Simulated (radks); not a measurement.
The numbers below are computed, except where a source is named.
All-electron atom: Os2+ in [Xe] 4f13.5 5d6 6s0.5 (fractional occupations, a model configuration). Code: a radial shooting solver on a logarithmic mesh with Libxc functionals. Model: Dirac Kohn-Sham, PBE, spin-unpolarised, spherical densities, point nucleus; open shells fill j = l - 1/2 first. Some entries of the table are withheld. Estimate them.

orbital  occ.  eigenvalue (hartree)  <r^2> (bohr^2)
1s1/2       2             -2711.875       0.0004333
2s1/2       2             -472.6823        0.006582
2p1/2       2             -452.5175        0.004685
2p3/2       4             -396.2413        0.005880
3s1/2       2             -110.7056         0.04289
3p1/2       2             -101.7022         0.03926
3p3/2       4             -89.43046         0.04578
3d3/2       4             -74.37946         0.03533
3d5/2       6             -71.72228         0.03712
4s1/2       2             -24.06364          0.2101
4p1/2       2             -20.28669             (1)
4p3/2       4             -17.39542             (2)
4d3/2       4             -11.20497          0.2682
4d5/2       6             -10.66822          0.2806
5s1/2       2              -4.11451           1.122
5p1/2       2              -2.93931           1.340
4f5/2       6              -2.82915             (3)
4f7/2     7.5              -2.72417             (4)
5p3/2       4              -2.47721           1.590
5d3/2       4              -0.93239           3.060
5d5/2       2              -0.88704           3.264
6s1/2     0.5              -0.79155           7.504

Answer. 
(1) 4p1/2 <r^2> (bohr^2): 0.2157
(2) 4p3/2 <r^2> (bohr^2): 0.2497
(3) 4f5/2 <r^2> (bohr^2): 0.3661
(4) 4f7/2 <r^2> (bohr^2): 0.3768
